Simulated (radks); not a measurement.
Neutral helium, 2 electrons, occupied as 1s1 2s1 (not the ground configuration). Calculated with a radial shooting solver on a logarithmic mesh with Libxc functionals: scalar-relativistic Kohn-Sham, XLYP, spin-unpolarised, spherical densities, point nucleus.

Normalised radial functions P(r) = r R(r), r in bohr:

r,1s,2s
0.03774,0.1940,0.0438
0.0461,0.2330,0.0525
0.05676,0.2806,0.0633
0.06932,0.3340,0.0753
0.08535,0.3980,0.0896
0.1042,0.4677,0.1051
0.1284,0.5482,0.1229
0.1568,0.6318,0.1412
0.193,0.7226,0.1606
0.2358,0.8092,0.1783
0.2903,0.8924,0.1939
0.3545,0.9579,0.2035
0.4365,1.0013,0.2047
0.5331,1.0100,0.1936
0.6564,0.9766,0.1652
0.8017,0.9002,0.1186
0.9871,0.7780,0.0482
1.206,0.6306,-0.0395
1.484,0.4647,-0.1467
1.813,0.3127,-0.2554
2.232,0.1813,-0.3603
2.727,0.0931,-0.4424
3.357,0.0388,-0.4881
4.1,0.0135,-0.4799
5.048,0.0034,-0.4182
6.166,0.0006,-0.3234
7.592,0.0001,-0.2147
9.272,0.0000,-0.1246
11.42,0.0000,-0.0576
13.94,0.0000,-0.0214

1s: eigenvalue -32.090 eV, 0 radial nodes, <r> = 0.792 bohr, 90 % of the charge inside 1.43 bohr. 2s: eigenvalue -2.417 eV, 1 radial node at r = 1.11 bohr, <r> = 4.47 bohr, 90 % of the charge inside 7.03 bohr.
